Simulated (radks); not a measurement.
The numbers below are computed, except where a source is named.
Species: Ga V. Configuration: [Ar] 3d8 4p1 (not the ground configuration). Code: a radial shooting solver on a logarithmic mesh with Libxc functionals. Model: scalar-relativistic Kohn-Sham, RPBE, spin-unpolarised, spherical densities, point nucleus.

Normalised radial functions P(r) = r R(r), r in bohr:

r,1s,3s,3d
0.002753,0.9206,0.1135,0.0000
0.003129,1.0307,0.1270,0.0000
0.003585,1.1602,0.1429,0.0000
0.004074,1.2945,0.1593,0.0000
0.00463,1.4413,0.1772,0.0000
0.005305,1.6114,0.1979,0.0001
0.006029,1.7849,0.2189,0.0001
0.006908,1.9830,0.2426,0.0001
0.007851,2.1817,0.2663,0.0002
0.008995,2.4041,0.2924,0.0003
0.01022,2.6218,0.3176,0.0004
0.01162,2.8446,0.3427,0.0006
0.01331,3.0821,0.3684,0.0009
0.01513,3.3008,0.3908,0.0012
0.01733,3.5207,0.4113,0.0018
0.0197,3.7077,0.4257,0.0026
0.02257,3.8750,0.4340,0.0038
0.02565,3.9928,0.4328,0.0054
0.02916,4.0618,0.4207,0.0076
0.0334,4.0710,0.3931,0.0109
0.03796,4.0107,0.3507,0.0153
0.04349,3.8669,0.2860,0.0217
0.04943,3.6548,0.2050,0.0301
0.05664,3.3515,0.0973,0.0422
0.06437,3.0022,-0.0231,0.0576
0.07316,2.6062,-0.1583,0.0780
0.08382,2.1569,-0.3114,0.1064
0.09526,1.7314,-0.4548,0.1411
0.1091,1.3037,-0.5925,0.1880
0.124,0.9459,-0.6929,0.2430
0.1421,0.6304,-0.7502,0.3144
0.1615,0.4014,-0.7417,0.3942
0.1836,0.2368,-0.6604,0.4859
0.2103,0.1229,-0.4879,0.5946
0.239,0.0599,-0.2482,0.7043
0.2739,0.0247,0.0720,0.8233
0.3113,0.0094,0.4079,0.9313
0.3566,0.0029,0.7626,1.0335
0.4053,0.0008,1.0545,1.1095
0.4606,0.0002,1.2701,1.1578
0.5278,0.0000,1.3883,1.1725
0.5998,0.0000,1.3866,1.1488
0.6872,0.0000,1.2762,1.0851
0.781,0.0000,1.0962,0.9934
0.8948,0.0000,0.8622,0.8701
1.017,0.0000,0.6369,0.7387
1.156,0.0000,0.4348,0.6019
1.324,0.0000,0.2640,0.4608
1.505,0.0000,0.1499,0.3403
1.724,0.0000,0.0734,0.2315
1.96,0.0000,0.0332,0.1505
2.245,0.0000,0.0124,0.0876
2.552,0.0000,0.0042,0.0480
2.9,0.0000,0.0012,0.0238
3.323,0.0000,0.0003,0.0100
3.777,0.0000,0.0000,0.0038
4.327,0.0000,0.0000,0.0012
4.918,0.0000,0.0000,0.0003
5.634,0.0000,0.0000,0.0001
6.404,0.0000,0.0000,0.0000

1s: eigenvalue -10303.7 eV, 0 radial nodes, <r> = 0.0486 bohr, 90 % of the charge inside 0.0868 bohr. 3s: eigenvalue -218.03 eV, 2 radial nodes at r = 0.0629, 0.266 bohr, <r> = 0.641 bohr, 90 % of the charge inside 0.956 bohr. 3d: eigenvalue -86.730 eV, 0 radial nodes, <r> = 0.713 bohr, 90 % of the charge inside 1.18 bohr.
